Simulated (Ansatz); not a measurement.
Compare A (`C=C=C[SiH3]`) with its isomer B (`[SiH3]C1=CC1`).

Computed with Ansatz on PBE0-D4/def2-TZVP structures; ΔE is electronic, products minus reactants. CBS: MP2 limit from def2 TZ/QZ plus the TZ coupled-cluster correction, frozen cores. DFT in def2-TZVPP. B3LYP here is the variant with VWN-RPA as its local correlation; programs differ in this.

(1) Which isomer does CCSD(T)/CBS put lower? Give the gap. (Estimate.)

(2) Give E(B) − E(A) in kcal/mol with B3LYP-D4, PBE0-D4, CCSD/def2-TZVPP, BLYP-D4, HF/def2-TZVPP, PBE-D4, CCSD(T)/def2-TZVPP. (Estimate.)

(3) Does the order hold for the free energy at 298.15 K (harmonic terms from PBE0-D4)? (An estimate is asked.)

Largest T1 diagnostic: 0.012.

Results:

(1) The calculation gave: A, by 18.7 kcal/mol.

(2) Ansatz gave: B3LYP-D4 22.1, PBE0-D4 17.7, CCSD/def2-TZVPP 19.0, BLYP-D4 23.7, HF/def2-TZVPP 21.9, PBE-D4 19.1, CCSD(T)/def2-TZVPP 19.0. None reverses the order clearly.

(3) The calculation gave: Yes: G(B) − G(A) = +19.6 kcal/mol.

At CCSD(T), def2-SVP lies −2.1 kcal/mol from the extrapolated value and def2-TZVPP +0.3 kcal/mol. From BLYP to BHLYP (50 % exact exchange), in def2-TZVPP and without D4, E(B) − E(A) moves by −2.6 kcal/mol.
